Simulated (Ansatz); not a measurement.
Al7H. Total charge 0; singlet. Geometry B3LYP-D4/def2-SVP; atoms count from 1.

Cartesian coordinates in Å:
```
Al 0.368 -1.617 0.626
Al 1.893 0.755 0.175
Al -0.170 0.714 1.747
Al -0.133 1.838 -0.986
Al 2.230 -1.692 -1.383
Al -1.868 -0.296 0.173
Al -0.372 -0.540 -1.931
H -1.946 0.837 1.579
```

The restricted singlet is unstable towards broken spin symmetry in Hartree–Fock (as tested in another run); at PBE0-D4/def2-TZVP this wasn't settled. The structure comes from a short search, and lower isomers may exist.

Estimate the Mulliken populations from the PBE0/def2-TZVP orbitals of Ansatz.


```csv
atom,charge (e)
Al1,-0.06
Al2,0.01
Al3,0.02
Al4,0.02
Al5,0.02
Al6,0.02
Al7,0.00
H8,-0.02
```
Mulliken values and Mayer orders depend strongly on the basis.

And the Mayer bond orders between bonded heavy atoms (over 0.3)?

Al1–Al2 0.39 (2.86 Å); Al1–Al3 0.57 (2.64 Å); Al1–Al5 0.62 (2.74 Å); Al1–Al6 0.58 (2.64 Å); Al1–Al7 0.38 (2.87 Å); Al2–Al3 0.63 (2.59 Å); Al2–Al4 0.68 (2.57 Å); Al2–Al5 0.42 (2.92 Å); Al3–Al6 0.51 (2.53 Å); Al4–Al7 0.69 (2.57 Å); Al5–Al7 0.43 (2.90 Å); Al6–Al7 0.63 (2.59 Å). Values over 0.3 also appear between atoms too far apart for a bond (Al1–Al4 0.37 at 3.84 Å; Al2–Al6 0.33 at 3.91 Å; Al3–Al4 0.38 at 2.96 Å; Al3–Al7 0.33 at 3.89 Å; Al4–Al6 0.36 at 2.98 Å); they arise where an orbital or an unpaired electron spreads over both atoms.
